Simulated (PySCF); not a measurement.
Excitations are Tamm–Dancoff values on a coarser integration grid. The basis has no diffuse functions, so Rydberg states are missing or too high.

Z-matrix (Å, degrees):
```
C
H 1 1.0891
S 1 1.8211 2 104.12
H 3 1.3437 1 95.87 2 -174.59
S 1 1.8225 2 103.87 3 122.29
H 5 1.3439 1 95.88 2 178.46
S 1 1.8288 2 109.41 5 115.02
H 7 1.3456 1 96.53 2 74.70
```
Charge 0, multiplicity 1.

What is the computed S1 excitation (TDA), HOMO, total energy, S1–T1 gap (TDA) and HOMO–LUMO gap (ωB97X-D3(BJ)/def2-TZVP // B3LYP-D3(BJ)/def2-TZVP run with PySCF)?


```json
{
 "S1 excitation (TDA)": "5.05 eV",
 "HOMO": "-9.36 eV",
 "total_energy": "-1235.1902 Ha",
 "S1–T1 gap (TDA)": "0.48 eV",
 "HOMO–LUMO gap": "10.69 eV"
}
```
